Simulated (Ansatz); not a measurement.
CH5ClFGaSi, SMILES `C[SiH2][Ga]([F])[Cl]`, charge 0, multiplicity 1.

(1) Give a relaxed structure at PBE0-D4/def2-TZVP (Ansatz). (Estimate.)

## Answers

(1) The calculation gave: 
Z-matrix (Å, degrees):
```
C
Si 1 1.870
H 1 1.091 2 110.9
H 1 1.091 2 110.9 3 120.0
H 1 1.092 2 110.2 3 -120.0
Ga 2 2.397 1 111.3 3 -60.0
H 2 1.488 1 111.9 3 59.3
H 2 1.488 1 111.9 3 -179.1
Cl 6 2.142 2 127.4 1 179.5
F 6 1.757 2 121.5 1 -0.5
```
Point group Cs.
This is one stationary point; other conformers may exist.
